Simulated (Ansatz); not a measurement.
Two members of one family (Series TiCl2X2), computed with Ansatz in the gas phase. The two geometries come from different levels. Binding counts from free atoms in the multiplicity of their measured ground term, without zero-point energy. Names give formal oxidation states. A dash marks a value that wasn't run or was left out as unsound. The structures are stationary points that may keep the symmetry of their start. Remarks come from the PBE and PBE0 runs and from stability tests at other levels; not every state was tested. HOMO above LUMO (over both spins in singlets and doublets, within one spin in higher multiplets; at PBE or PBE0), or a gap under 0.15 eV within one spin, warns that the state may not be the lowest or that an electron is smeared out.

First: TiH2Cl2 (singlet, charge 0, r2SCAN-D4/def2-TZVP geometry).

```xyz
5

Ti   -0.011   -0.025   -0.055
H     1.187   -0.507   -1.142
H    -1.543   -0.330   -0.693
Cl    0.166    2.123    0.177
Cl    0.201   -1.261    1.714
```

```tsv
level	HOMO (eV)	LUMO (eV)	gap (eV)	vertical IE (eV)	vertical triplet (eV)	binding per atom (eV)
PBE-D4/def2-TZVP	-7.72	-4.57	3.15	10.91	2.87	–
r2SCAN-D4/def2-TZVP	-8.17	-4.47	3.70	11.20	2.87	–
PBE0-D4/def2-SVP	-9.32	-3.41	5.92	–	–	2.87
PBE0-D4/def2-TZVP	-9.32	-3.41	5.90	11.39	2.70	2.89
LC-ωPBE/def2-TZVP	-12.42	-1.11	11.31	–	–	2.81
```

Metal–donor distances: 2 × H 1.69 Å, 2 × Cl 2.17 Å. Remarks: gap within one spin near zero at PBE or PBE0 (+1 doublet).

Second: Ti(OH)2Cl2 (singlet, charge 0, r2SCAN-D4/def2-SVP geometry).

```xyz
7

Ti   -0.231   -0.103   -0.282
O    -0.119    0.599    1.323
H    -0.670    0.951    2.033
O     1.397   -0.491   -0.840
H     2.261   -0.381   -0.420
Cl   -1.177    1.356   -1.638
Cl   -1.460   -1.932   -0.177
```

**Question.** Estimate how these quantities change from the first to the second (second minus first).

**Answer.** 
| level | Δ HOMO (eV) | Δ LUMO (eV) | Δ gap (eV) | Δ vertical IE (eV) | Δ vertical triplet (eV) | Δ binding per atom (eV) |
| --- | --- | --- | --- | --- | --- | --- |
| PBE-D4/def2-TZVP | 0.18 | 0.94 | 0.76 | -0.43 | 1.47 | – |
| r2SCAN-D4/def2-TZVP | 0.25 | 0.86 | 0.61 | -0.44 | 1.54 | – |
| PBE0-D4/def2-SVP | 0.60 | 0.75 | 0.14 | – | – | 1.15 |
| PBE0-D4/def2-TZVP | 0.37 | 0.67 | 0.30 | -0.41 | 1.61 | 1.12 |
| LC-ωPBE/def2-TZVP | 0.75 | 0.52 | -0.23 | – | – | 1.16 |

Metal–donor distances: 2 × O 1.76 to 1.77 Å, 2 × Cl 2.21 Å. Remarks: gap within one spin near zero at PBE or PBE0 (+1 doublet), gap within one spin near zero at PBE or PBE0 (triplet).
